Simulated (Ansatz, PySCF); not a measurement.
Dimer: H4Sn (SMILES [SnH4]) (first 5 atoms) with CH4 (SMILES C); geometry from B3LYP-D3(BJ)/def2-TZVP, rigid monomers moved along the line of their centres of mass till Sn1···C6 is 4.48 Å.
(charge 0, multiplicity 1):
```tsv
atom	x (Å)	y (Å)	z (Å)
Sn	0.1336	0.1521	-0.0877
H	-1.2914	0.9323	0.4394
H	0.0729	-1.5006	0.3389
H	0.2617	0.2942	-1.7866
H	1.4919	0.8835	0.6450
C	-0.1722	-0.1965	4.3721
H	0.8043	0.2158	4.1216
H	-0.2585	-0.2924	5.4535
H	-0.9530	0.4677	4.0040
H	-0.2819	-1.1775	3.9117
```

Monomers are frozen at their geometry in the pair; levels with a basis set take the counterpoise correction.

Correlated levels freeze the cores. Filled d and f shells under p-block atoms count as core. CBS(a, b) extrapolates the correlation energy as X⁻³ and adds the Hartree–Fock energy of set b.

The values were computed with Ansatz (Gaussian basis) for Hartree–Fock, density functionals and correlated methods; PySCF for the dispersion terms.  In def2 rows elements past Kr take small-core potentials, without spin–orbit coupling.

PBE/def2-TZVPPD gives -12.7 meV for the interaction energy.

Q: Where do these levels fall relative to PBE: PBE-D3(BJ)/def2-TZVPPD, r2SCAN/def2-TZVPPD, PBE0/def2-TZVPPD, wB97M-V/def2-TZVPPD, MP2/CBS(def2-SVPD, def2-TZVPPD), CCSD(T)/CBS(def2-SVPD, def2-TZVPPD).

A: PBE-D3(BJ)/def2-TZVPPD -23.6; r2SCAN/def2-TZVPPD -1.2; PBE0/def2-TZVPPD 2.4; wB97M-V/def2-TZVPPD -12.7; MP2/CBS(def2-SVPD, def2-TZVPPD) -11.1; CCSD(T)/CBS(def2-SVPD, def2-TZVPPD) -11.9 meV. 1 of 6 lie above PBE; the widest gap is to PBE-D3(BJ)/def2-TZVPPD.

Ansatz is a program for electronic structure.
